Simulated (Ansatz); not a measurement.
Be9: single points at one geometry.

```yaml
crystal:
  periodic: [false, false, false]
  atoms:
    - {symbol: Be, position_ang: [1.864790, 0.679833, -0.460623]}
    - {symbol: Be, position_ang: [-1.554336, 0.612357, 0.310881]}
    - {symbol: Be, position_ang: [-0.803962, -1.472126, 0.271677]}
    - {symbol: Be, position_ang: [1.208670, -0.759842, 0.921411]}
    - {symbol: Be, position_ang: [0.458407, 1.324408, 0.960613]}
    - {symbol: Be, position_ang: [-0.029507, 1.189730, -1.212733]}
    - {symbol: Be, position_ang: [-0.546609, -0.233439, 1.948864]}
    - {symbol: Be, position_ang: [-1.318231, -0.446415, -1.488144]}
    - {symbol: Be, position_ang: [0.720769, -0.894505, -1.251936]}
basis:
  gaussian: {orbitals: def2-TZVP, initial_orbitals: start.molden}
hamiltonian: {xc: hf}
scf: {omitted_lower_state_checks: [starts]}
output: {orbitals: {seedname: orbitals}}
```

The file start.molden holds the orbitals of an earlier run on this structure, at another level or in another basis.

```sh
$ ansatz run in.yaml --threads 4 --pin off --events-out ev --progress --plain --max-ram 3916MiB
```

Output, abridged:

```
Functional definition: HF
1440 factors; their error is unknown
mean field evaluation 1: about -3577.0311 eV, gradient 1.7e1 eV
mean field evaluation 2: about -3577.7099 eV, gradient 8.0e-1 eV
mean field evaluation 4: about -3577.7308 eV, gradient 2.1e-1 eV
mean field -3577.73109486 eV, -131.4791926630 hartree, gradient 2.0e-5 eV, S^2 0.000000; 0 other end points of the search recorded, 0 dependent functions left out
reference -3577.73109486 eV, -131.4791926630 hartree; 18, 18 occupied and 153, 153 virtual orbitals, 1440 factors
Total energy: -3577.73109486 eV, -131.4791926630 hartree
Checks for a lower state left out: starts
```

It took 0.75 s on 4 threads of Arm Neoverse V2 on a shared host.

The first input with `gaussian: {orbitals: def2-SVP, initial_orbitals: start.molden}`, `hamiltonian: {xc: pbe0}` (abridged; 1.3 s):

```
Functional definition: PBE0
mean field -3597.38693002 eV, -132.2015312819 hartree, gradient 2.5e-5 eV, S^2 0.000000
Total energy: -3597.38696249 eV, -132.2015324750 hartree
Checks for a lower state left out: starts
```

As the first input, with `hamiltonian: {xc: r2scan}` (abridged; 3.2 s):

```
Functional definition: r2SCAN
mean field -3604.96941641 eV, -132.4801825170 hartree, gradient 7.4e-5 eV, S^2 0.000000
Total energy: -3604.96943161 eV, -132.4801830756 hartree
Checks for a lower state left out: starts
```

The first input with `hamiltonian: {xc: {name: LC-wPBE}}` (abridged; 3.5 s):

```
Functional definition: LC-wPBE
mean field -3601.30489997 eV, -132.3455140217 hartree, gradient 3.7e-5 eV, S^2 0.000000
Total energy: -3601.30489997 eV, -132.3455140219 hartree
Checks for a lower state left out: starts
```

First input, but with `hamiltonian: {xc: {name: r2SCANh}}` (abridged; 4.1 s):

```
Functional definition: r2SCANh
mean field -3604.82534285 eV, -132.4748879114 hartree, gradient 3.3e-5 eV, S^2 0.000000
Total energy: -3604.82535669 eV, -132.4748884199 hartree
Checks for a lower state left out: starts
```

First input, but with `correlation: {method: mp2}` and without the key `hamiltonian` (abridged; 2 s):

```
Functional definition: HF
mean field -3577.73108267 eV, -131.4791922147 hartree, gradient 4.6e-6 eV, S^2 0.000000; unrestricted orbitals would lower it
mean field evaluation 16: about -3577.7484 eV, gradient 1.2e0 eV
second order -18.71455584 eV of doubles, -0.00000000 eV of singles
Total energy: -3596.44563851 eV, -132.1669394568 hartree
Checks for a lower state left out: starts
```

As the first input, with `hamiltonian: {xc: {name: B97M-V}}` (abridged; 7.5 s):

```
Functional definition: B97M-V
mean field -3613.62868577 eV, -132.7984047967 hartree, gradient 1.9e-5 eV, S^2 0.000000
Total energy: -3613.62875202 eV, -132.7984072314 hartree
Checks for a lower state left out: starts
```

Geometry: PBE0/def2-SVP.

LC-ωPBE has ω = 0.4 bohr⁻¹. Correlated methods freeze no core orbitals. At HF/def2-TZVP, MP2/def2-TZVP the restricted singlet (for correlated methods, its reference) is unstable: a solution with broken spin symmetry lies lower. The restricted singlet is unstable towards broken spin symmetry at other levels; at PBE0/def2-SVP, r2SCAN/def2-TZVP, LC-ωPBE/def2-TZVP, r2SCANh/def2-TZVP and others this wasn't settled. At r2SCAN/def2-TZVP a triplet of charge 0 lies 0.26 eV below the restricted singlet at the same geometry. The structure comes from a short search, and lower isomers may exist.
